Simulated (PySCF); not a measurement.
# Exercise with solution: dipole moment from atomic charges

BFH₂Se₂, SMILES FB([SeH])[SeH]. Atoms are numbered in the order given.

```xyz
6

B      0.6436    -0.0026     0.0000
F      1.9716     0.0084     0.0000
Se    -0.3350    -1.6950     0.0000
H      0.8878    -2.5221     0.0000
Se    -0.2600     1.7331     0.0000
H     -1.6204     1.1637     0.0000
```
Charge 0, spin multiplicity 1.

Geometry optimised at B3LYP-D3(BJ)/def2-SVP. This is a generated structure with no PubChem entry under its InChIKey; it may be hypothetical. The values are those of a single conformer.

Charges (e) from PBE/def2-TZVP run with PySCF:

```csv
atom,IAO,Mulliken
B1,0.117,0.172
F2,-0.277,-0.175
Se3,-0.001,-0.129
H4,0.076,0.124
Se5,0.015,-0.109
H6,0.069,0.117
```

The dipole moment of the full density is 0.80 D.

### Question
What dipole moment does each set of point charges give, and which comes closer to that of the density?

### Answer

μ = Σ q r, and 1 e Å = 4.8032 D.
IAO: Σ q r = (-0.519, -0.086, 0.000) e Å, |μ| = 2.53 D.
Mulliken: Σ q r = (-0.242, -0.149, 0.000) e Å, |μ| = 1.37 D.
Mulliken comes closer in size. Point charges leave out the atoms' own dipoles (lone pairs, polarised bonds); fits to the potential absorb them, partitions of the density don't.
